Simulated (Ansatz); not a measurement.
Born–Oppenheimer molecular dynamics of Cl₃F₂Ta (6 atoms, charge 0, multiplicity 1). It starts from a relaxed structure.

Method: RKS PBE/def2-SVP in Ansatz.

```json
{"ensemble": "NVE (velocity Verlet)", "time step": "1 fs", "steps asked": "150", "starting velocities drawn for": "200 K", "seed": "837590"}
```

First frame:

```xyz
6
Properties=species:S:1:pos:R:3
Ta 0.000 0.000 0.000
Cl 2.300 0.000 0.000
F 0.000 0.000 1.898
F 0.000 0.000 -1.898
Cl -1.150 1.992 0.000
Cl -1.150 -1.992 0.000
```

Question: How far do the bonds stretch over the last three quarters of this one trajectory? (Pairs bonded in most of those frames.)

Answer: 
```json
{"bond": "Ta1–Cl2", "mean (Å)": "2.291", "spread (Å)": "0.013", "shortest": "2.27", "longest": "2.31"}
{"bond": "Ta1–F3", "mean (Å)": "1.897", "spread (Å)": "0.029", "shortest": "1.86", "longest": "1.94"}
{"bond": "Ta1–F4", "mean (Å)": "1.898", "spread (Å)": "0.005", "shortest": "1.89", "longest": "1.91"}
{"bond": "Ta1–Cl5", "mean (Å)": "2.299", "spread (Å)": "0.037", "shortest": "2.25", "longest": "2.36"}
{"bond": "Ta1–Cl6", "mean (Å)": "2.317", "spread (Å)": "0.022", "shortest": "2.28", "longest": "2.35"}
```

Mean temperature of the second half: 97 K. The conserved energy stayed within 0.023 meV per atom of its start (net change 0.009 meV per atom), so the integration is sound. Over the second half the temperature averaged 0.48 of the 200 K drawn at the start: a run that starts near a minimum puts about half its kinetic energy into the potential. A run of 0.15 ps of so small a system gives no equilibrium averages.

Run time: 7.5 min on 2 threads of Arm Neoverse V1, on a shared host, peak memory 0.18 GiB.
